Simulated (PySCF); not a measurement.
Mn(OH)3: Mn(III) (d4), charge 0. The structure is a PBE0-D3(BJ)/def2-TZVP geometry optimised for multiplicity 5; coordination trigonal planar, point group Cs, metal–donor distances 1.77–1.80 Å.

Method (PySCF 2.14, density fitting): CASSCF(4,5) with orbitals averaged over all microstates of the shell, strongly contracted NEVPT2 on the averaged canonical orbitals; basis x2c-TZVPall on the metal, x2c-SVPall elsewhere; spin-free X2C; gas phase; spin-orbit coupling by state interaction with the mean-field operator over all roots.

CASSCF energies above the lowest CASSCF root:

```csv
state,CASSCF / cm⁻¹
5A',0
5A',11799
5A'',15823
5A'',18690
5A',20538
3A'',21597
3A',21612
3A'',21960
3A',22580
3A',24776
3A'',26242
3A'',26860
3A'',27083
3A',27262
3A',27756
3A'',29320
1A',31210
1A'',31229
1A',31706
1A'',31742
3A',32442
1A',35606
```

Q: How does dynamic correlation (SC-NEVPT2) move these states?

A: 
| state | NEVPT2 / cm⁻¹ | shift / cm⁻¹ |
| --- | --- | --- |
| 5A' | 0 | 0 |
| 5A' | 14918 | +3119 |
| 5A'' | 17685 | +1863 |
| 5A'' | 21210 | +2520 |
| 5A' | 25353 | +4815 |
| 3A'' | 18320 | -3277 |
| 3A' | 20333 | -1279 |
| 3A'' | 20239 | -1721 |
| 3A' | 21002 | -1578 |
| 3A' | 22555 | -2221 |
| 3A'' | 23621 | -2621 |
| 3A'' | 24128 | -2731 |
| 3A'' | 25792 | -1291 |
| 3A' | 24338 | -2924 |
| 3A' | 24939 | -2817 |
| 3A'' | 28082 | -1238 |
| 1A' | 29548 | -1662 |
| 1A'' | 29610 | -1618 |
| 1A' | 29194 | -2512 |
| 1A'' | 29077 | -2665 |
| 3A' | 31880 | -561 |
| 1A' | 29980 | -5626 |

NEVPT2 lifts 5A' from 11799 to 14918 cm⁻¹; on the d shell alone such lifts tend to overshoot. An active orbital has only 0.75 squared overlap with the free ion's shell, so the metal shell alone is a small active space here. NEVPT2 on the d shell alone tends to put d–d bands too high for such charged or covalently bound ions. Gaps between spin states lean to high spin in this active space.
